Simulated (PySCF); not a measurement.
## S+: ionisation energy

S+ [Ne] 3s2 3p3 (4S) → S(2+) [Ne] 3s2 3p2 (3P), as a difference of total energies. Calculation: PySCF 2.14, in pcseg-2; the non-relativistic Hamiltonian (point nucleus). Correlated levels: valence: [Ne] frozen. The calculations carry no spin-orbit coupling.

```json
{"method": "UHF", "ionisation energy (eV)": "22.721", "difference from reference (eV)": "-0.617"}
{"method": "M06-2X", "ionisation energy (eV)": "23.190", "difference from reference (eV)": "-0.148"}
{"method": "B3LYP", "ionisation energy (eV)": "23.253", "difference from reference (eV)": "-0.085"}
{"method": "MP2 (valence)", "ionisation energy (eV)": "23.290", "difference from reference (eV)": "-0.048"}
{"method": "SCS-MP2 (valence)", "ionisation energy (eV)": "23.116", "difference from reference (eV)": "-0.222"}
{"method": "CCSD (valence)", "ionisation energy (eV)": "23.219", "difference from reference (eV)": "-0.119"}
{"method": "CCSD(T) (valence)", "ionisation energy (eV)": "23.249", "difference from reference (eV)": "-0.089"}
```

Reference: 23.338 eV (measured; NIST Atomic Spectra Database, ionization energies).

The reference lies between the lowest fine-structure levels, while these numbers refer to the centres of the terms.

Errors of the correlated levels include the incompleteness of this basis and the frozen core.
